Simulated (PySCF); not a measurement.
Input of a run (PBE0-D3(BJ)/def2-SVP geometry optimisation, gas phase (PySCF 2.14.0)), started from GFN2-xTB:
```
{"job": {"xc": "PBE0", "basis": "def2-SVP", "d3": "d3bj", "grid": 1, "kind": "geom"}, "charge": 0, "multiplicity": 1}
C     -2.403952    -0.462694    -0.998487
C     -1.516054    -0.122699    -0.081119
Cl    -2.005186     0.516515     1.454055
O     -0.181683    -0.315073    -0.278971
C      0.746691     0.455827     0.388749
F      0.719668     1.740876    -0.113852
C      2.140520    -0.123604     0.145692
F      2.406849    -1.086918     1.074117
H     -3.456141    -0.369412    -0.816531
H     -2.077585    -0.853075    -1.943946
H      0.539367     0.540759     1.467020
H      2.890014     0.665443     0.258048
H      2.193104    -0.585457    -0.844053
```

Output (energies in Eh, forces in Eh/bohr):
```
step   0  E = -889.43704298  max force = 0.011589
step   1  E = -889.43962611  max force = 0.003806
step   2  E = -889.43988977  max force = 0.001625
step   3  E = -889.44023961  max force = 0.003803
step   4  E = -889.44032016  max force = 0.002920
step   5  E = -889.44042463  max force = 0.001320
step   6  E = -889.44046492  max force = 0.000906
step   7  E = -889.44048228  max force = 0.000651
step   8  E = -889.44048673  max force = 0.000440
optimisation converged
```

Q: Summarise the run.

A: The energy falls by 9.0 kJ/mol over 9 energy and gradient evaluations, the largest force component goes from 0.0116 to 4.4e-04 Eh/bohr, and the atoms move by 0.232 Å rms after alignment. The bond that changes most is C5–C7 (both ends sp3 C–F carbon), which shortens by 0.019 Å. Bonds longer at the end by more than 0.005 Å: 7 of 12; shorter: 3. Among the angles that change most is O4–C5–H11, from 113.0° to 110.5°. Among the dihedrals that turn most is Cl3–C2–O4–C5, from -28° to -53°. The energy never rose by more than 1e-6 Eh on the way. The first step brought 75 % of the lowering.

Q: What are the final bond lengths?

A: C1=C2 1.329 Å, C2–Cl3 1.742 Å, C2–O4 1.351 Å, O4–C5 1.385 Å, C5–F6 1.364 Å, C5–C7 1.510 Å, C7–F8 1.362 Å, C1–H9 1.088 Å, C1–H10 1.090 Å, C5–H11 1.103 Å, C7–H12 1.102 Å, C7–H13 1.102 Å. Numbering counts from 1 in the input's order; the species is `C([C@H](OC(=C)Cl)F)F`.

The run used 141 basis functions and 62 SCF cycles in all.

Stationary, but not proved a minimum. One conformer, not necessarily the lowest.
